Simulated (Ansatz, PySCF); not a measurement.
C2H4BrFSi, SMILES C=C[SiH](F)Br.

Geometry optimised at B3LYP-D3(BJ)/def2-SVP. The structure was generated by enumeration, and PubChem lists no compound with its InChIKey, so it may never have been made. The values are those of a single conformer.

Vertical ionisation energy (IE) and electron affinity (EA) in eV. Rows of orbital energies are one-electron estimates. Where ΔSCF, EOM or ADC give a negative EA the extra electron is unbound and the value depends on the basis.

```json
[
 {"level": "−ε(HOMO), −ε(LUMO), ωB97X/def2-TZVP (PySCF)", "IE": "(withheld)", "EA": "(withheld)"},
 {"level": "−ε(HOMO), −ε(LUMO), PBE/def2-TZVP (PySCF)", "IE": "7.16", "EA": "2.13"},
 {"level": "ΔSCF, CAM-B3LYP/def2-SVPD (Ansatz), final states of multiplicity 2 and 2", "IE": "10.62", "EA": "-0.62"},
 {"level": "ΔSCF, PBE/def2-SVPD (Ansatz), final states of multiplicity 2 and 2", "IE": "10.08", "EA": "-0.37"}
]
```

**Question.** What belongs in the gaps? (An estimate is asked for; the answer gives what the named calculation found.)

**Answer.** 
- −ε(HOMO), −ε(LUMO), ωB97X/def2-TZVP (PySCF), IE: 10.72
- −ε(HOMO), −ε(LUMO), ωB97X/def2-TZVP (PySCF), EA: -1.03

**Question.** What vertical singlet–triplet gap does ΔSCF give with CAM-B3LYP/def2-SVPD (Ansatz, a quantum-chemistry and plane-wave program) and with PBE/def2-SVPD (Ansatz)? (The exact figures need the calculation; the answer reports its results.)

**Answer.** 4.16 and 4.22 eV (triplet above singlet where positive).
